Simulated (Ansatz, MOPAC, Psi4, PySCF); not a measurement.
Pair of molecules: CH3Cl (SMILES CCl) (first 5 atoms) with H2 (SMILES [H][H]); geometry from B3LYP-D3(BJ)/def2-TZVP.
(charge 0, multiplicity 1):
```xyz
7

C     -0.26932     1.08040    -0.42773
Cl    -0.15217    -0.70344    -0.26955
H     -1.19973     1.31737    -0.93469
H     -0.25586     1.51169     0.56865
H      0.58094     1.42793    -1.00661
H     -0.09568     0.40654     3.24898
H     -0.08861    -0.04939     2.65979
```

Counterpoise-corrected where a basis set is named; no monomer relaxation. Rows marked so take none.

Frozen-core correlation. Rows in 6-31G* carry no dispersion term and start afresh at each structure (6-31G* with six Cartesian d functions). The state that PM6 reach isn't checked.

Programs: Ansatz (Gaussian basis) for Hartree–Fock, density functionals and correlated methods; MOPAC for PM6 (differences of heats of formation); Psi4 for SAPT; PySCF for 6-31G* rows, M06-2X, the dispersion terms. 

```
level                            interaction energy (kcal/mol)
-------------------------------  -----------------------------
PM6                                                      -0.23
B3LYP/6-31G*                                                 ?
BHLYP-D4/def2-TZVPPD                                     -0.64
M06-2X/6-31G* (no counterpoise)                          -0.67
M06-2X/def2-TZVPPD                                           ?
MP2/aug-cc-pV(D+d)Z                                      -0.46
SCS-MP2/aug-cc-pV(D+d)Z                                  -0.27
CCSD(T)/aug-cc-pV(D+d)Z                                  -0.45
SAPT0/jun-cc-pV(D+d)Z                                    -0.24
```

Task: Fill in the missing entries.

Result: 
- B3LYP/6-31G*, interaction energy (kcal/mol): 0.04
- M06-2X/def2-TZVPPD, interaction energy (kcal/mol): -0.59

Ansatz is a program for electronic structure.
